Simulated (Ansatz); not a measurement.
The same path of C2H5OSi (9 atoms, charge 1, multiplicity 1) was run twice with different band settings. The coordinate that changes most is the dihedral C2–C3–Si4–H9.

All numbers below come from RKS revPBE/def2-SVP in Ansatz 0.2.0.

Relaxed end points:

```xyz
9
Properties=species:S:1:pos:R:3
O -0.645 0.992 -1.279
C 0.436 0.917 -0.530
C 0.605 -0.068 0.442
Si -0.543 -1.370 0.860
H -0.606 1.741 -1.912
H 1.226 1.676 -0.697
H 1.553 -0.026 1.004
H -1.856 -1.535 0.176
H -0.169 -2.327 1.937
```

```xyz
9
Properties=species:S:1:pos:R:3
O -0.646 0.993 -1.278
C 0.435 0.917 -0.530
C 0.605 -0.069 0.442
Si -0.543 -1.370 0.860
H -0.607 1.743 -1.911
H 1.226 1.675 -0.697
H 1.554 -0.027 1.003
H -0.169 -2.329 1.935
H -1.856 -1.534 0.177
```

Common settings: spring 5.0 eV/Å²; optimiser quadratic models (default); start path IDPP; force threshold 0.05 eV/Å; end points relaxed.

| run | movable images | climbing image | iteration limit |
| --- | --- | --- | --- |
| 1 | 9 | yes | 53 |
| 2 | 3 | no | 60 |

(1) What does each run give, and how far can it be trusted?

Answers

(1) Run 1: converged after 18 iterations, highest image 0.505 eV above the first end. The profile has 2 maxima (images 3, 7) with wells between them (image 5): this band takes more than one step, which may be the mechanism or a detour left from its start path. A vibrational analysis at the climbing image gives one clearly imaginary mode, 289i cm⁻¹: a first-order saddle point.
Run 2: converged after 17 iterations, highest image 0.408 eV above the first end. The profile has 2 maxima (images 1, 3) with wells between them (image 2): this band takes more than one step, which may be the mechanism or a detour left from its start path. No image climbed, so the highest image needn't sit at the top of the path. So few images can step over the top or miss a turn of the path.
